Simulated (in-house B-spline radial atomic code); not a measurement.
How numerical settings move a run on O IV (O3+), [He] 2s2 2p1. Computed with a B-spline radial code for spherical atoms: Dirac-Kohn-Sham BLYP, spherical fractional occupations, Fermi nucleus of rms radius 2.6991 fm.

Command:
```bash
python run_scf.py task.json out
```
Settings of the sound reference run:
```
Z                8
electrons        5
configuration    [He] 2s2 2p1
hamiltonian      dirac
method           b88,lyp
spin_polarised   False
nucleus          fermi
rms_radius       2.6991
mass_number      16
atomic_mass      15.99491
speed_of_light   137.036
knot_spacing     0.22
spline_order     8
gauss_points     12
box_radius       16.22
max_iterations   70
damping          0.5
damped_steps     3
diis_vectors     10
tolerance        1e-08
start            Thomas-Fermi
```

Time taken, with all properties: 1.3 s on 1 thread of Intel(R) Xeon(R) Platinum 8259CL CPU @ 2.50GHz, on a shared host.

It converges in 9 iterations to -71.259512 hartree, with 2p3/2 at -65.0321 eV. The other runs change the listed settings, some to values that make no sense; their results aren't properties of the atom or ion. Radii are in bohr (the nuclear one in fm), a minus after a letter asks for a j subshell, and «unchanged» means within 1e-8 hartree. The run stops when the residual is below 10 × tolerance × max(1, Z/10), or a noise floor if that is larger, and the energy moves by less than 1e-8 × √|E| hartree; so very loose and very tight tolerances often act alike.

```tsv
changed settings	outcome
gauss_points = 3	converged in 7 iterations, energy +2.00e-06 hartree from the reference, 2p3/2 level -2.1e-05 eV
spline_order = 3	converged in 7 iterations, energy +1.27e-03 hartree from the reference, 2p3/2 level -1.2e-03 eV
tolerance = 1e-06	converged in 7 iterations, energy unchanged, 2p3/2 level -3.2e-05 eV
method = hf, speed_of_light = 8.797711	converged in 8 iterations to -97.4074 hartree, a different physical problem
tolerance = 1e-13	converged in 9 iterations, energy unchanged
knot_spacing = 2, max_iterations = 8, damped_steps = 1, diis_vectors = 0	not converged after 8 iterations, last residual 4.3e-04, last energy +2.60e+00 hartree from the reference
spline_order = 6	converged in 9 iterations, energy -6.33e-08 hartree from the reference, 2p3/2 level +4.3e-06 eV
electrons = 11, configuration = [He] 2s2 2p7, max_iterations = 50	stopped with error: shell 2p holds at most 6 electrons
spline_order = 7	converged in 9 iterations, energy -1.22e-07 hartree from the reference, 2p3/2 level +5.7e-06 eV
gauss_points = 8, max_iterations = 12, diis_vectors = 2, start = bare nucleus	converged in 9 iterations, energy unchanged, 2p3/2 level -7.2e-06 eV
spline_order = 5	converged in 9 iterations, energy +4.88e-07 hartree from the reference, 2p3/2 level -2.0e-06 eV
spline_order = 10	converged in 9 iterations, energy -1.13e-07 hartree from the reference, 2p3/2 level +3.8e-06 eV
```

**Question.** What happens with box_radius = 8.11, first_knot = 1.25e-05, max_iterations = 100, damped_steps = 1, start = bare nucleus?

**Answer.** Converged in 7 iterations, energy -4.45e-08 hartree from the reference, 2p3/2 level -4.1e-07 eV.

**Question.** What happens with gauss_points = 4?

**Answer.** Converged in 9 iterations, energy -1.75e-08 hartree from the reference.

**Question.** What happens with gauss_points = 6, box_radius = 32.44, max_iterations = 3, diis_vectors = 20?

**Answer.** Not converged after 3 iterations, last residual 1.4e-02, last energy +4.89e-03 hartree from the reference.

**Question.** What happens with knot_spacing = 0.55, spline_order = 7, max_iterations = 60?

**Answer.** Converged in 8 iterations, energy +4.41e-04 hartree from the reference, 2p3/2 level -1.7e-03 eV.
